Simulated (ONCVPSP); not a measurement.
What one change does to a pseudopotential (Ta, ONCV)

Ta, optimised norm-conserving Vanderbilt (ONCV), made with ONCVPSP 4.0.1 (PBE, scalar-relativistic). Core [Kr] 4d10 4f14, reference 5s2 5p6 5d3 6s2. Waves: 5s+6s: rc 1.80 bohr, ncon 4, nbas 7, qcut 5.2 1/bohr, 3 projectors, debl 1.4 Ha; 5p: rc 1.30 bohr, ncon 4, nbas 7, qcut 5.8 1/bohr, 2 projectors, debl 0.6 Ha; 5d: rc 2.10 bohr, ncon 3, nbas 7, qcut 4.7 1/bohr, 2 projectors, debl 2.9 Ha. Local part: polynomial inside 1.25 bohr (lpopt 3, dvloc0 0 Ha). Core correction: Teter function, fcfact 4.75, rcfact 1.

In the p channel the program set the typed energies aside and used -1.448, 0.250 Ha.

All-electron outer shells of the reference configuration (PBE, scalar-relativistic, ld1.x):

| shell | level (eV) | outermost node (bohr) | outermost maximum (bohr) |
| --- | --- | --- | --- |
| 5s | -73.00 | 0.54 | 0.98 |
| 5p | -39.40 | 0.58 | 1.13 |
| 4f | -24.70 | – | 0.44 |
| 6s | -5.44 | 1.32 | 2.78 |
| 5d | -3.59 | 0.65 | 1.58 |

Change: p: qcut 6.9.

Cutoffs: the cutoffs (Ha) at which the residual kinetic energy of the hardest occupied pseudo-wave falls to 1 and 0.1 mHa per electron; they do not see the model core or the augmentation charge, which bear on the density cutoff. Errors are all-electron minus pseudo energies relative to the spin-unpolarised reference configuration.

Q: Predict the effect on cutoff, ghosts and configuration errors.

A: The potential gets softer (74 Ha and 89 Ha → 43 Ha and 83 Ha); of the 4 tests that both files solve, the error grows in 1 and shrinks in 0 by more than 15 % and 0.3 meV (median size 1.6 → 1.8 meV); neither file shows a bound ghost.

| quantity | base | changed |
| --- | --- | --- |
| cutoff, loose | 74 Ha | 43 Ha |
| cutoff, tight | 89 Ha | 83 Ha |
| loose cutoff by channel | s 12 Ha, p 74 Ha, d 11 Ha | s 12 Ha, p 43 Ha, d 11 Ha |
| bound ghosts | none | none |
| GHOST(+) flags under 300 eV | none | none |
| error for 5s2 5p6 5d3 6s1, meV [ΔE 8.47 eV] | -2.0 | -2.0 |
| error for 5s2 5p6 5d3 6s0, meV [ΔE 23.44 eV] | +0.3 | +0.3 |
| error for 5s2 5p6 5d2 6s0, meV [ΔE 47.04 eV] | -1.2 | -1.6 |
| error for 5s1 5p6 5d3 6s2, meV [ΔE 79.20 eV] | -691 | -702 |
| s: phases at 1.83 bohr within 0.05 rad from the reference energy up to (Ha; the scan ends near 5) | to the end of the scan | to the end of the scan |
| p: phases at 1.32 bohr within 0.05 rad from the reference energy up to (Ha; the scan ends near 5) | to the end of the scan | to the end of the scan |
| d: phases at 2.13 bohr within 0.05 rad from the reference energy up to (Ha; the scan ends near 5) | to the end of the scan | to the end of the scan |
| rms error of d²Exc/dni dnj with the model core, mHa | 3.10 | 3.10 |
